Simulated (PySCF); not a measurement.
Molecule: C₃H₆NO, net charge 0, doublet state. It need not be the lowest isomer of its formula. 
Coordinates optimised at B3LYP-D3(BJ)/def2-TZVP (Ansatz):
```
N
C 1 1.3334
O 2 1.1974 1 130.60
C 1 1.4502 2 120.92 3 180.00
H 4 1.0872 1 108.96 2 0.00
H 4 1.0935 5 109.12 1 120.87
H 4 1.0935 5 109.12 6 118.27
C 1 1.4614 2 121.55 3 0.00
H 8 1.0865 1 108.76 2 0.00
H 8 1.0928 9 109.43 1 120.51
H 8 1.0928 9 109.43 10 118.98
```
Charge 0, spin multiplicity 2.

Dispersion corrections to the total energy (kcal/mol) from the dftd3 and dftd4 libraries through PySCF: D3(BJ) without and D4 with the three-body term, each with the damping fitted for the functional named.

```tsv
functional	D3(BJ)	D4
PBE	-4.68	-4.34
BLYP	-9.65	-9.81
TPSS	-5.78	?
HSE06	-2.82	-3.32
CAM-B3LYP	-3.37	?
revPBE	-12.24	?
B3LYP	-7.82	-6.90
```

Q: Fill in the missing entries.

A: 
- TPSS, D4: -5.88
- CAM-B3LYP, D4: -3.58
- revPBE, D4: -15.54
